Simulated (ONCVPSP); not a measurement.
# What one change does to a pseudopotential (gadolinium, ONCV)

ONCVPSP 4.0.1 input, shortened (lines: element, Z, core and valence counts, functional; n l f; lmax; l rc ep ncon nbas qcut; lloc lpopt rc5 dvloc0; l nproj debl; icmod fcfact rcfact), LDA (Perdew-Zunger), scalar-relativistic:

```
  Gd 64.00   10    4        3      upf
    1    0    2.00
    2    0    2.00
    2    1    6.00
    3    0    2.00
    3    1    6.00
    3    2   10.00
    4    0    2.00
    4    1    6.00
    4    2   10.00
    4    3    7.00
    5    0    2.00
    5    1    6.00
    5    2    1.00
    6    0    1.00
    2
    0    2.40    0.00    4    8    6.30
    1    2.30    0.00    3    7    7.00
    2    3.70    0.00    4    9    4.10
    4    5    2.20    0.00
    0    2    3.10
    1    3    1.70
    2    2    2.70
    3    4.75    1.20
```

Change: core correction Teter function, fcfact 4.75, rcfact 2.02.

Cutoffs: the cutoffs (Ha) at which the residual kinetic energy of the hardest occupied pseudo-wave falls to 1 and 0.1 mHa per electron; they do not see the model core or the augmentation charge, which bear on the density cutoff. Errors are all-electron minus pseudo energies relative to the spin-unpolarised reference configuration.

Problem. How do hardness, ghosts and transferability respond?

Solution. The potential gets neither clearly harder nor softer (12 Ha and 16 Ha → 12 Ha and 16 Ha); of the 4 tests that both files solve, the error grows in 4 and shrinks in 0 by more than 15 % and 0.3 meV (median size 30.8 → 105.7 meV); neither file shows a bound ghost. A model core, the more so a compact one, raises the density cutoff, which this test does not measure.

| quantity | base | changed |
| --- | --- | --- |
| cutoff, loose | 12 Ha | 12 Ha |
| cutoff, tight | 16 Ha | 16 Ha |
| bound ghosts | none | none |
| GHOST(+) flags under 300 eV | none | none |
| error for 5s2 5p6 5d1 6s2, meV [ΔE -6.86 eV] | +1.9 | -5.1 |
| error for 5s2 5p6 5d1 6s0, meV [ΔE 12.38 eV] | -2.2 | -28 |
| error for 5s2 5p6 5d0 6s0, meV [ΔE 32.42 eV] | +59 | -183 |
| error for 5s2 5p5 5d1 6s2, meV [ΔE 25.59 eV] | -174 | -245 |
| s: phases at 2.44 bohr within 0.05 rad from the reference energy up to (Ha; the scan ends near 5) | 3.1 | 3.1 |
| p: phases at 2.34 bohr within 0.05 rad from the reference energy up to (Ha; the scan ends near 5) | to the end of the scan | to the end of the scan |
| d: phases at 3.75 bohr within 0.05 rad from the reference energy up to (Ha; the scan ends near 5) | 0.1 | 0.1 |
| rms error of d²Exc/dni dnj with the model core, mHa | 2.15 | 4.46 |
